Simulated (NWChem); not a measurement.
A series in which one site is exchanged, each optimised at PBE0/def2-SVP with NWChem, gas phase unless a solvent is named. All stand in one matching conformer (torsions within 35°), which need not be the lowest. For some, no frequency run checked for a minimum. def2 effective core potentials on Te; no spin-orbit coupling.

A: F[Te]O[SiH3] (SiH$_{3}$TeOF; site = Te)
B: [F][Zn][O][SiH3] (ZnSiH$_{3}$OF; site = Zn)
C: [O]([SiH3])[Be][F] (BeSiH₃OF; site = Be)
D: [SiH3][O][Mg][F] (MgSiH₃OF; site = Mg)

```csv
quantity,A,B,C,D
"vertical ionisation energy, ΔSCF, B3LYP/def2-SVP (eV)",8.68,10.54,11.28,?
"static polarisability, B3LYP/def2-SVPD (bohr³)",70.6,51.1,43.2,?
"lowest singlet excitation, B3LYP/def2-SVPD, TDA (eV)",2.44,5.24,6.96,?
```

Complete the blanks.


- vertical ionisation energy, ΔSCF, B3LYP/def2-SVP (eV), D: 10.49
- static polarisability, B3LYP/def2-SVPD (bohr³), D: 48.9
- lowest singlet excitation, B3LYP/def2-SVPD, TDA (eV), D: 5.14
